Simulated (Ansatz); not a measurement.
Start from `C=C[O][SnH3]` and change one atom or group to get `C=COC`.

Ansatz, PBE0-D4/def2-TZVP geometries, multiplicity 1. Each molecule was computed in one conformer, which needn't be the lowest.

Elements past krypton have def2 core potentials.

```csv
property,`C=C[O][SnH3]`
LUMO energy (PBE0/def2-TZVPP) / eV,-0.55
size of the dipole moment (ωB97M-V/def2-TZVPP) / D,1.74
HOMO–LUMO gap (B3LYP/def2-TZVPP) / eV,5.49
size of the dipole moment (PBE/def2-TZVPP) / D,1.62
HOMO energy (PBE/def2-TZVPP) / eV,-5.34
HOMO energy (ωB97M-V/def2-TZVPP) / eV,-8.75
```

**Question.** What does the change do to each property? (Estimate.)

**Answer.** The calculation gave: 
```json
{"property": "LUMO energy (PBE0/def2-TZVPP) / eV", "`C=COC`": "0.90", "shift": "1.45"}
{"property": "size of the dipole moment (ωB97M-V/def2-TZVPP) / D", "`C=COC`": "0.90", "shift": "-0.84"}
{"property": "HOMO–LUMO gap (B3LYP/def2-TZVPP) / eV", "`C=COC`": "7.15", "shift": "1.66"}
{"property": "size of the dipole moment (PBE/def2-TZVPP) / D", "`C=COC`": "0.90", "shift": "-0.72"}
{"property": "HOMO energy (PBE/def2-TZVPP) / eV", "`C=COC`": "-5.52", "shift": "-0.18"}
{"property": "HOMO energy (ωB97M-V/def2-TZVPP) / eV", "`C=COC`": "-8.99", "shift": "-0.24"}
```

With PBE0 the HOMO falls by 0.23 eV and the LUMO rises by 1.45 eV, so the gap widens by about 1.68 eV. PBE moves the HOMO by -0.18 eV and ωB97M-V by -0.24 eV. Dipoles are sizes alone; their direction can turn.

B3LYP here is the variant with VWN-RPA as its local correlation; programs differ in this.
